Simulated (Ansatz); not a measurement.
A calculation with Ansatz (development build ahead of 0.2.0).

```yaml
crystal:
  periodic: [false, false, false]
  atoms:
    - { symbol: H, position_ang: [2.21454, 0.02602, 0.00325] }
    - { symbol: H, position_ang: [1.99083, 1.02293, 0.05476] }
    - { symbol: H, position_ang: [1.42629, 1.71347, -0.04064] }
    - { symbol: H, position_ang: [0.51609, 2.24032, 0.05043] }
    - { symbol: H, position_ang: [-0.46318, 2.20159, 0.00526] }
    - { symbol: H, position_ang: [-1.40714, 1.76048, 0.00143] }
    - { symbol: H, position_ang: [-2.0626, 0.99848, 0.01919] }
    - { symbol: H, position_ang: [-2.27808, -0.05367, -0.03915] }
    - { symbol: H, position_ang: [-2.06672, -1.02403, 0.00828] }
    - { symbol: H, position_ang: [-1.37986, -1.7616, 0.04999] }
    - { symbol: H, position_ang: [-0.46926, -2.18935, 0.05861] }
    - { symbol: H, position_ang: [0.52651, -2.14445, -0.00115] }
    - { symbol: H, position_ang: [1.38948, -1.76718, -0.03548] }
    - { symbol: H, position_ang: [2.03143, -0.95848, 0.0228] }
basis:
  gaussian: { orbitals: def2-SVP }
hamiltonian:
  xc: hf
```

The input is written out in the form of the current development build from the run's settings.

Output:

```
Converged                       : yes
Total energy                    : -7.53396 hartree
Spin squared of the determinant : 0.000
```

Caution: stretched shape with no unrestricted run beside it, a lower state can exist.
